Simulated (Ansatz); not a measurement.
A single point on `CC(C)(C)[CH2][Ga]([Cl])[Cl]`.

```yaml
crystal:
  periodic: [false, false, false]
  atoms:
    - {symbol: C, position_ang: [0.110432, -1.614372, 0.048157]}
    - {symbol: C, position_ang: [-0.163772, -0.156298, 0.403223]}
    - {symbol: C, position_ang: [1.138611, 0.526658, 0.812887]}
    - {symbol: C, position_ang: [-1.150554, -0.098851, 1.569133]}
    - {symbol: C, position_ang: [-0.782375, 0.579045, -0.793295]}
    - {symbol: Ga, position_ang: [0.460582, 0.928929, -2.267019]}
    - {symbol: Cl, position_ang: [1.632204, -0.529954, -3.314866]}
    - {symbol: Cl, position_ang: [0.768139, 2.913303, -3.019768]}
    - {symbol: H, position_ang: [0.538275, -2.143541, 0.903623]}
    - {symbol: H, position_ang: [-0.813016, -2.127173, -0.234435]}
    - {symbol: H, position_ang: [0.811901, -1.704219, -0.785056]}
    - {symbol: H, position_ang: [0.984144, 1.589643, 1.018356]}
    - {symbol: H, position_ang: [1.900684, 0.437194, 0.027234]}
    - {symbol: H, position_ang: [1.559977, 0.068613, 1.711299]}
    - {symbol: H, position_ang: [-1.349452, 0.934188, 1.866825]}
    - {symbol: H, position_ang: [-2.103140, -0.560969, 1.297326]}
    - {symbol: H, position_ang: [-0.755209, -0.630704, 2.439017]}
    - {symbol: H, position_ang: [-1.638168, 0.023172, -1.189808]}
    - {symbol: H, position_ang: [-1.149254, 1.565338, -0.492813]}
basis:
  gaussian: {orbitals: def2-QZVPP}
correlation: {method: mp2}
```

```sh
$ ansatz run in.yaml --threads 4 --pin off --events-out ev --progress --plain --max-ram 46080MiB --backend cuda --devices 0, --max-vram 37GiB
```

Shortened log:

```
Functional definition: HF
  name "HF"
  cite "Fock, Z. Phys. 61, 126 (1930) doi:10.1007/BF01340294"
  parent pbe
  exchange = exact_x
  correlation = 0
5047 factors; integrals over basis functions are off by at most 7.3e-4 eV
mean field evaluation 1: about -82669.4613 eV, gradient 4.9e1 eV
mean field evaluation 2: about -82669.6595 eV, gradient 4.9e1 eV
mean field evaluation 4: about -82676.2141 eV, gradient 7.1e0 eV
mean field evaluation 8: about -82676.3333 eV, gradient 5.5e-1 eV
mean field -82676.33398796 eV, -3038.2992340255 hartree, gradient 2.4e-6 eV, S^2 0.000000; 0 other end points of the search recorded, 0 dependent functions left out
24 core orbitals not correlated: weight in the atoms' cores, before any rotation towards them, 1.000 or more for the frozen orbitals, at most 0.000 for the correlated occupied ones
reference -82676.33398796 eV, -3038.2992340255 hartree; 29, 29 occupied and 791, 791 virtual orbitals, 5047 factors
second order -49.63325982 eV of doubles, -0.00000000 eV of singles
Total energy: -82725.96724778 eV, -3040.1232226814 hartree
```

Run time 16 s (4 threads of an AMD EPYC 7R13 on a shared host and a share of an NVIDIA H100 80 GB); peak host memory 1.5 GiB.
